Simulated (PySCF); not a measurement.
This script is equivalent to a calculation on Ar⁺ (argon, charge +1).

```python
from pyscf import gto, scf, dft, mp, cc
import basis_set_exchange as bse
mol = gto.M(atom="Ar 0 0 0", charge=1, spin=1, symmetry="D2h",
            basis=gto.basis.parse(bse.get_basis("cc-pVDZ-DK", elements=["Ar"], fmt="nwchem", header=False)),
            nucmod="G")
mf = dft.UKS(mol, xc="B88,P86").sfx2c1e()
mf.irrep_nelec = {'Ag': (3, 3), 'B1u': (2, 2), 'B2u': (2, 2), 'B3u': (2, 1)}
mf.kernel()
```

Question: What total energy does it give?

Answer: -528.817 hartree (calculated).

Question: Which occupied shell lies highest, and where?

Answer: 3p β, at -21.644 eV.

Question: What is ⟨S²⟩, and what would a pure spin state give?

Answer: 0.751, against 0.75.
